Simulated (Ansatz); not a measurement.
Single points on GeEt2(OAc)2 (C8H16GeO4).

```yaml
crystal:
  periodic: [false, false, false]
  atoms:
    - {symbol: Ge, position_ang: [0.680926, -0.067840, 0.240337]}
    - {symbol: C, position_ang: [0.756471, -0.332045, 2.181182]}
    - {symbol: C, position_ang: [-0.400449, -1.146885, 2.767151]}
    - {symbol: H, position_ang: [0.807327, 0.685320, 2.624153]}
    - {symbol: H, position_ang: [1.739140, -0.809570, 2.387300]}
    - {symbol: H, position_ang: [-0.300347, -1.241369, 3.868061]}
    - {symbol: H, position_ang: [-1.374892, -0.674930, 2.537886]}
    - {symbol: H, position_ang: [-0.428588, -2.167045, 2.336724]}
    - {symbol: C, position_ang: [2.346940, 0.261582, -0.729151]}
    - {symbol: C, position_ang: [3.042684, 1.554662, -0.290208]}
    - {symbol: H, position_ang: [2.062428, 0.289384, -1.800108]}
    - {symbol: H, position_ang: [2.996736, -0.627072, -0.583630]}
    - {symbol: H, position_ang: [3.970764, 1.729082, -0.872872]}
    - {symbol: H, position_ang: [2.385067, 2.434353, -0.439909]}
    - {symbol: H, position_ang: [3.330692, 1.532381, 0.781663]}
    - {symbol: O, position_ang: [-0.295291, 1.463914, -0.173755]}
    - {symbol: C, position_ang: [-1.628928, 1.395496, -0.031843]}
    - {symbol: C, position_ang: [-2.330373, 2.601519, -0.610357]}
    - {symbol: O, position_ang: [-2.198529, 0.440925, 0.480828]}
    - {symbol: H, position_ang: [-3.386602, 2.617204, -0.290123]}
    - {symbol: H, position_ang: [-2.282391, 2.532542, -1.716507]}
    - {symbol: H, position_ang: [-1.815005, 3.536442, -0.318478]}
    - {symbol: O, position_ang: [-0.125505, -1.622967, -0.378191]}
    - {symbol: C, position_ang: [-0.645038, -1.579037, -1.619471]}
    - {symbol: C, position_ang: [-1.442003, -2.818874, -1.948574]}
    - {symbol: O, position_ang: [-0.504679, -0.621421, -2.367006]}
    - {symbol: H, position_ang: [-1.673264, -2.846591, -3.027550]}
    - {symbol: H, position_ang: [-2.388185, -2.787487, -1.370390]}
    - {symbol: H, position_ang: [-0.899099, -3.731653, -1.637162]}
basis:
  gaussian: {orbitals: def2-TZVP, fitting: {mean_field: def2-universal-jkfit}, initial_orbitals: start.molden}
hamiltonian: {xc: {name: wB97X-V}}
scf: {omitted_lower_state_checks: [starts]}
output: {orbitals: {seedname: orbitals}}
```

The file start.molden holds the orbitals of an earlier run on this structure, at another level or in another basis.

```sh
$ ansatz run in.yaml --threads 2 --pin off --events-out ev --progress --plain --max-ram 32768MiB --backend cuda --devices 0, --max-vram 18GiB
```

It prints (some lines left out):

```
Functional definition: wB97X-V
1462 factors; integrals over basis functions are off by at most 8.7e-1 eV
1462 factors; integrals over basis functions are off by at most 3.3e-7 eV
mean field evaluation 1: about -73263.1540 eV, gradient 1.5e1 eV
mean field evaluation 2: about -73263.2839 eV, gradient 2.3e-1 eV
mean field evaluation 4: about -73263.3134 eV, gradient 3.7e-4 eV
mean field -73263.31342586 eV, -2692.3771087428 hartree, gradient 1.8e-5 eV, S^2 0.000000; 0 other end points of the search recorded, 0 dependent functions left out
reference -73263.31342253 eV, -2692.3771086206 hartree; 64, 64 occupied and 452, 452 virtual orbitals, 1462 factors
Total energy: -73263.31342253 eV, -2692.3771086206 hartree
Checks for a lower state left out: starts
```

Run time 7.5 s (2 threads of AMD EPYC 7R13 on a shared host and a share (18 GiB) of an NVIDIA H100 80GB HBM3), peak host memory 1.1 GiB.

The first input with `hamiltonian: {xc: {name: PBE-QIDH}}`, `output: {forces: true}` (abridged; 17 s):

```
Functional definition: PBE-QIDH
mean field -73209.82828327 eV, -2690.4115660063 hartree, gradient 2.5e-6 eV, S^2 0.000000
21 core orbitals not correlated: weight in the atoms' cores, before any rotation towards them, 1.000 or more for the frozen orbitals, at most 0.000 for the correlated occupied ones
second order -76.84902997 eV of doubles, -0.00000000 eV of singles
Total energy: -73235.44464676 eV, -2691.3529500012 hartree
Atom 0 force    -0.511122     0.006787    -0.273273 eV/Å
Atom 1 force     0.335453     0.217938     0.012151 eV/Å
Atom 2 force    -0.295275    -0.197214     0.087108 eV/Å
Atom 3 force    -0.060474    -0.607836    -0.232195 eV/Å
Atom 4 force    -0.602969     0.250876    -0.098164 eV/Å
Atom 5 force    -0.038533     0.074764    -0.681884 eV/Å
Atom 6 force     0.620021    -0.276567     0.164186 eV/Å
Atom 7 force     0.050697     0.625392     0.264480 eV/Å
Atom 8 force    -0.083148    -0.318239    -0.197232 eV/Å
Atom 9 force     0.190212     0.336619     0.099694 eV/Å
Atom 10 force     0.200440     0.018739     0.635555 eV/Å
Atom 11 force    -0.354363     0.556156    -0.076873 eV/Å
Atom 12 force    -0.586905    -0.135573     0.346960 eV/Å
Atom 13 force     0.389189    -0.558138     0.082078 eV/Å
Atom 14 force    -0.193030    -0.022000    -0.655541 eV/Å
Atom 15 force    -0.549971    -0.857459     0.333212 eV/Å
Atom 16 force     0.014324    -0.680609     0.230175 eV/Å
Atom 17 force    -0.087817     0.143436    -0.105536 eV/Å
Atom 18 force     0.795494     1.248348    -0.639320 eV/Å
Atom 19 force     0.670754    -0.022196    -0.183704 eV/Å
Atom 20 force    -0.016763    -0.003347     0.691046 eV/Å
Atom 21 force    -0.311223    -0.615455    -0.135142 eV/Å
Atom 22 force     0.022775     0.855516    -0.663026 eV/Å
Atom 23 force     0.194366     0.692172    -0.080565 eV/Å
Atom 24 force    -0.129033    -0.148023    -0.029803 eV/Å
Atom 25 force    -0.130575    -1.247273     0.987867 eV/Å
Atom 26 force     0.164077     0.029982     0.675405 eV/Å
Atom 27 force     0.595819     0.028964    -0.348807 eV/Å
Atom 28 force    -0.292419     0.604237    -0.208852 eV/Å
Dipole moment:     0.401275     0.013552     0.209399 e Å
Checks for a lower state left out: starts
```

The first input with `gaussian: {orbitals: def2-SVP, initial_orbitals: start.molden}`, `hamiltonian: {xc: pbe, dispersion: d4}` (abridged; 8.5 s):

```
Functional definition: PBE
mean field -73218.50489093 eV, -2690.7304254566 hartree, gradient 2.2e-5 eV, S^2 0.000000
Total energy: -73219.31997705 eV, -2690.7603793191 hartree
Checks for a lower state left out: starts
```

The first input with `gaussian: {orbitals: def2-SVP, initial_orbitals: start.molden}`, `hamiltonian: {xc: pbe0, dispersion: d4}` (abridged; 12 s):

```
Functional definition: PBE0
mean field -73221.13979219 eV, -2690.8272562917 hartree, gradient 2.5e-5 eV, S^2 0.000000
Total energy: -73221.84744115 eV, -2690.8532619116 hartree
Checks for a lower state left out: starts
```

As the first input, with `hamiltonian: {xc: r2scan, dispersion: d4}`, `output: {forces: true, orbitals: {seedname: orbitals}}` (abridged; 11 s):

```
Functional definition: r2SCAN
mean field -73264.07220481 eV, -2692.4049933552 hartree, gradient 1.8e-5 eV, S^2 0.000000
Total energy: -73264.31362931 eV, -2692.4138655419 hartree
Atom 0 force    -0.322334     0.003675    -0.166874 eV/Å
Atom 1 force     0.343863     0.213107     0.098473 eV/Å
Atom 2 force    -0.333912    -0.218022     0.097377 eV/Å
Atom 3 force    -0.044331    -0.460079    -0.173228 eV/Å
Atom 4 force    -0.449888     0.190128    -0.071824 eV/Å
Atom 5 force    -0.025800     0.056440    -0.512673 eV/Å
Atom 6 force     0.481490    -0.218291     0.136104 eV/Å
Atom 7 force     0.037848     0.477182     0.209040 eV/Å
Atom 8 force    -0.009720    -0.322890    -0.273432 eV/Å
Atom 9 force     0.185108     0.365680     0.123956 eV/Å
Atom 10 force     0.160972     0.013404     0.487508 eV/Å
Atom 11 force    -0.269088     0.420686    -0.060698 eV/Å
Atom 12 force    -0.442316    -0.102350     0.260978 eV/Å
Atom 13 force     0.304093    -0.425789     0.062923 eV/Å
Atom 14 force    -0.146567    -0.016377    -0.497255 eV/Å
Atom 15 force    -0.175078    -0.446633     0.149964 eV/Å
Atom 16 force    -0.094127    -0.393129     0.128472 eV/Å
Atom 17 force    -0.123238     0.184748    -0.092076 eV/Å
Atom 18 force     0.423123     0.675106    -0.353039 eV/Å
Atom 19 force     0.520393    -0.014759    -0.150071 eV/Å
Atom 20 force    -0.011603     0.010598     0.518407 eV/Å
Atom 21 force    -0.238448    -0.455765    -0.121371 eV/Å
Atom 22 force     0.055447     0.449604    -0.233306 eV/Å
Atom 23 force     0.058521     0.407299    -0.144577 eV/Å
Atom 24 force    -0.131493    -0.190555    -0.065862 eV/Å
Atom 25 force    -0.082537    -0.678148     0.526687 eV/Å
Atom 26 force     0.121057     0.020524     0.527680 eV/Å
Atom 27 force     0.447663     0.008706    -0.259873 eV/Å
Atom 28 force    -0.239099     0.445899    -0.151410 eV/Å
Dipole moment:     0.404011     0.015480     0.212374 e Å
Checks for a lower state left out: starts
```

Geometry: PBE-D4/def2-SVP.

Correlated methods freeze 21 core orbitals; core or outer-core shells of Ge are correlated, in sets that lack core-valence functions. Single mean-field runs in def2-TZVP are fitted with def2-universal-jkfit.
